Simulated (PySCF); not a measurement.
# Radial density of Ar⁺ (argon, charge +1)

r2SCAN, [Ne] 3s2 3p5, 2P determinant. All numbers are calculated (PySCF 2.14, the non-relativistic Hamiltonian (point nucleus), in 6-31G*).

```csv
r (bohr),4πr²ρ (e/bohr),4πr²(ρα − ρβ)
0.00160,0.1145,0.0000
0.00269,0.3160,0.0000
0.00452,0.8429,0.0000
0.00761,2.123,0.0001
0.0128,4.998,0.0003
0.0215,10.33,0.0010
0.0362,17.39,0.0038
0.0609,20.86,0.0165
0.102,16.56,0.0621
0.172,15.42,0.1488
0.290,21.09,0.1421
0.488,11.89,0.0001
0.820,4.360,0.4036
1.38,5.194,0.7408
2.32,1.380,0.2004
3.90,0.06382,0.0081
6.57,2.718e-05,0.0000
```
